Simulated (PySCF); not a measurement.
H₂Te, SMILES [TeH2]. Geometry optimised at PBE0-D3(BJ)/def2-TZVPD. The def2 effective core potentials stand for the cores of Te; spin–orbit coupling is left out.

Task: Give the equilibrium geometry at PBE0-D3(BJ)/def2-TZVPD (PySCF confirms it by a frequency run) as bond lengths and angles, and its point group. (Estimate from the structure and the level; the computed values follow.)

Result: point group C2v.
Atoms: Te1 H2 H3. Bonded distances (Å): Te1–H2 1.656, Te1–H3 1.656. Angles (°): H2–Te1–H3 90.4.
